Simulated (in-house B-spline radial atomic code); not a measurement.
The numbers below are computed, except where a source is named.
**Making a Troullier-Martins s channel for Mn, r_c = 2.83 bohr**

Mn, [Ar] 3d5 4s2, non-relativistic LDA (VWN5), spherical and spin-unpolarised, from an all-electron radial atomic-structure program (B-spline basis) (atomic units). The all-electron 4s level is ε = -0.191136 hartree, its outermost node lies just inside 1.09 bohr and its outer maximum at 2.50 bohr.

Inside r_c the pseudo-orbital is u(r) = r^1 exp(p(r)), with p = c0 + c2 r² + c4 r⁴ + … + c12 r¹². The seven coefficients follow from p and its first four derivatives at r_c, from zero curvature of the screened potential at the origin, c4 = −c2²/(2l + 5), and from the norm inside r_c. At r_c the all-electron orbital has P = 0.6049642, P' = -0.08319553, the screened potential V = -0.3613513, V' = 0.2605795, V'' = -0.2925704, and the norm inside is Q = 0.4680594.

Question: What are p, p' and p'' at r_c?

Answer: p = ln(P/r_c^1) = ln(0.6049642/2.83) = -1.54286. p' = P'/P − 1/r_c = -0.13752 − 0.35336 = -0.49088. The radial equation gives p'' = 2(V − ε) − 2(1) p'/r_c − p'² = -0.34043 − (-0.34691) − 0.24096 = -0.23448. Differentiating, p''' = 2V' + 2(1)p'/r_c² − 2(1)p''/r_c − 2p'p'' = 0.33408, and p'''' = 2V'' − 4(1)p'/r_c³ + 4(1)p''/r_c² − 2(1)p'''/r_c − 2p''² − 2p'p''' = -0.6337.

For a trial c2 the five matching conditions are linear in c0, c6, c8, c10 and c12, and c2 is varied until the norm inside r_c equals Q. The root nearest zero gives:

| n | c_n |
| --- | --- |
| 0 | -1.868063 |
| 2 | 0.2935377 |
| 4 | -0.01723288 |
| 6 | -0.01181687 |
| 8 | 0.002339241 |
| 10 | -0.0001737283 |
| 12 | 4.737885e-06 |

Question: Check c4 and p(r_c), and find the screened pseudopotential at the origin.

Answer: −c2²/5 = -0.0172329, as listed. The terms c_n r_c^n are -1.86806, 2.35091, -1.10536, -6.07045, 9.62424, -5.72446, 1.25032, which sum to -1.54286. Inverting the radial equation, V_l(r) = ε + 1 p'/r + (p'' + p'²)/2, so V_l(0) = ε + (2l + 3) c2 = -0.191136 + 3 × (0.293538) = 0.6895 hartree, finite where the all-electron potential diverges.

Orbitals and screened potentials:

| r (bohr) | P | u | V all-electron | V pseudo |
| --- | --- | --- | --- | --- |
| 0.283 | 0.08629 | 0.04474 | -41.3 | 0.6876 |
| 0.708 | -0.2622 | 0.1259 | -7.953 | 0.623 |
| 1.132 | 0.05952 | 0.2428 | -2.792 | 0.3254 |
| 1.557 | 0.3824 | 0.4001 | -1.332 | -0.2301 |
| 1.981 | 0.5575 | 0.5479 | -0.7696 | -0.6412 |
| 2.406 | 0.6168 | 0.6158 | -0.5056 | -0.5594 |
| 2.83 | 0.605 | 0.605 | -0.3614 | -0.3614 |

Logarithmic derivatives P'/P at R = 3.13 bohr, for energies E around ε:

```
E − ε (hartree)  all-electron     pseudo
           -0.5      0.774781    0.76995
          -0.25      0.397004   0.394224
           -0.1     0.0708565  0.0700283
              0     -0.229118  -0.229118
            0.1     -0.654213  -0.656662
           0.25      -1.87705   -1.92874
            0.5       33.7496    15.6485
```

Question: With P(R) = 0.5721645 and a norm of 0.5724309 inside R, what slope in energy does norm conservation fix?

Answer: d(P'/P)/dE = −2 × (norm inside R)/P(R)² = -3.4971 per hartree·bohr at E = ε, for both atoms, since orbital and norm agree at R. Differences over ±0.1 hartree give -3.6253 (all-electron) and -3.6335 (pseudo), which also hold third-order terms. Half a hartree below ε the two curves differ by -0.0048.
